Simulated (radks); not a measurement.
Initial-state core-level shifts of neutral ruthenium when its valence configuration changes from [Kr] 4d7 5s1. Method: scalar-relativistic Kohn-Sham, PBE, spin-unpolarised, spherical densities, finite nucleus; Fermi nuclear charge, rms radius 4.4809 fm; computed with a radial shooting solver on a logarithmic mesh with Libxc functionals. Shifts are changes of the shell-averaged eigenvalues in eV (positive: less bound); the change of the density at the nucleus, which sets a Mossbauer isomer shift, is in e/bohr^3, on a base of 1.125e+05.

[
 {"valence": "4d6 5s1 5p1", "2p": "-5.165", "3p": "-5.134", "3d": "-5.149", "4s": "-4.902", "density at nucleus": "+4.94"},
 {"valence": "4d6 5s2", "2p": "-3.644", "3p": "-3.597", "3d": "-3.615", "4s": "-3.335", "density at nucleus": "+18.91"},
 {"valence": "4d8", "2p": "+2.919", "3p": "+2.907", "3d": "+2.918", "4s": "+2.777", "density at nucleus": "-14.03"},
 {"valence": "4d5 5s2 5p1", "2p": "-9.389", "3p": "-9.258", "3d": "-9.300", "4s": "-8.578", "density at nucleus": "+28.15"},
 {"valence": "4d6.5 5s1 5p0.5", "2p": "-2.543", "3p": "-2.534", "3d": "-2.540", "4s": "-2.443", "density at nucleus": "+2.35"},
 {"valence": "4d6 5p2", "2p": "-6.499", "3p": "-6.487", "3d": "-6.498", "4s": "-6.281", "density at nucleus": "-11.08"},
 {"valence": "4d7 5p1", "2p": "-1.543", "3p": "-1.564", "3d": "-1.559", "4s": "-1.618", "density at nucleus": "-13.09"},
 {"valence": "4d5 5s1 5p2", "2p": "-10.721", "3p": "-10.605", "3d": "-10.644", "4s": "-9.930", "density at nucleus": "+10.89"},
 {"valence": "4d6.5 5s0.5 5p1", "2p": "-3.273", "3p": "-3.274", "3d": "-3.278", "4s": "-3.203", "density at nucleus": "-4.68"}
]
